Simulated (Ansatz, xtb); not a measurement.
## C4H3BrF2O: which of two isomers lies lower

Structure I: `CC(=O)/C(F)=C(/F)Br`, a singlet. Structure II: `FC1=C(Br)[C@H](F)OC1`, a singlet. Both are isolated molecules in the gas phase, relaxed with PBE0-D3(BJ)/def2-SVP, each in the lowest conformer that the search found.

Energies in hartree; the thermal terms are from GFN2-xTB frequencies at re-optimised GFN2-xTB minima (ideal gas, soft modes damped towards free rotors, one conformer each, 298.15 K, 1 atm) and include the zero-point energy:

|  | I | II |
| --- | --- | --- |
| E, CCSD(T)/def2-SVP | −3000.034132 | −3000.039601 |
| E, MP2/def2-SVP | −2999.962176 | −2999.967975 |
| E, MP2/def2-TZVPP | −3001.126320 | −3001.137241 |
| zero-point energy | 0.061916 | 0.064375 |
| H(298 K) − E | 0.071689 | 0.072731 |
| G(298 K) − E | 0.026759 | 0.030842 |

Correct the CCSD(T) difference for the basis set by the MP2 change, then work out ΔE, ΔE₀, ΔH and ΔG for I → II in kJ/mol (1 Eh = 2625.50 kJ/mol) and the equilibrium ratio [II]/[I].

1. Differences II − I: CCSD(T) −0.005469, MP2 in the small set −0.005799, MP2 in the large set −0.010921 Eh.
2. ΔE = −0.005469 + (−0.010921 − (−0.005799)) = −0.010591 Eh = −27.81 kJ/mol.
3. ΔE₀ = ΔE + ΔZPE = −0.010591 + (+0.002459) Eh = −21.35 kJ/mol.
4. ΔH = ΔE + (+0.001042) Eh = −25.07 kJ/mol.
5. ΔG = ΔE + (+0.004083) Eh = −17.09 kJ/mol, so ΔS = (ΔH − ΔG)/T = −26.8 J/(mol K).
6. kT = 0.9442 mEh, so K = [II]/[I] = exp(−ΔG/kT) = exp(+6.89) ≈ 990.

Structure II is favoured at this temperature. An error of 4 kJ/mol in ΔG would change K by a factor of 5. The basis-set step is large, which makes the value less sure. Mirror images and further conformers aren't counted.

As drawn, II has 2 C–O in place of 1 C=O. Structure I has no ring, II a 5-membered ring.

Other levels gave ΔE = −62.7 (GFN2-xTB); −107.4 (HF/STO-3G, GFN2-xTB geometries); −11.5 (r2SCAN-D4/def2-SVP, GFN2-xTB geometries); −26.8 (PBE0-D3(BJ)/def2-SVP); −38.7 (HF/def2-SVP); −15.2 (MP2/def2-SVP); −14.4 (CCSD(T)/def2-SVP) kJ/mol. The correlated steps freeze 16 core orbitals; the filled d shell of Br is correlated, in a basis made for valence electrons. Programs: Ansatz 0.2.0, xtb 6.7.1.
